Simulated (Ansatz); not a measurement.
`[OH][Al]([Cl])[O][SiH3]` + `S[SiH]1CO1` → `[SiH3]S[SiH]1CO1` + `[OH][Al]([OH])[Cl]`  (ligand exchange at the Si–O bond)

Gas-phase electronic energies from Ansatz, PBE0-D4/def2-TZVP geometries. CCSD(T)/CBS adds triple-zeta CCSD(T) − MP2 to the extrapolated MP2 energy (def2 sets, frozen cores). This one scheme is used for every species. DFT in def2-TZVPP. B3LYP here is the variant with VWN-RPA as its local correlation; programs differ in this. One conformer a species, not always the lowest.

(1) Is it downhill or uphill in electronic energy at CCSD(T)/CBS, and by how much? (An estimate is asked.)

(2) What do these levels give: r2SCAN-D4, B3LYP, CCSD(T)/def2-TZVPP, MP2/def2-QZVPP, HF/CBS(def2), CCSD/CBS(def2)? (Best estimate.)

Largest T1 diagnostic among the species: 0.013.

Results:

(1) The calculation gave: Uphill: ΔE = +45.3 kJ/mol.

(2) Computed: r2SCAN-D4 41.2, B3LYP 52.9, CCSD(T)/def2-TZVPP 48.5, MP2/def2-QZVPP 43.2, HF/CBS(def2) 73.7, CCSD/CBS(def2) 49.9 kJ/mol.

The D4 term adds −4.8 kJ/mol with B3LYP and −2.4 kJ/mol with PBE0; it sums over pairs of atoms, weighted by their polarisabilities, and B3LYP, whose exchange is more repulsive, gets the larger term. In def2-TZVPP, CCSD(T) changes the Hartree–Fock value by −22.8 kJ/mol (the triples alone add −4.6 kJ/mol) and MP2 by −27.0 kJ/mol.
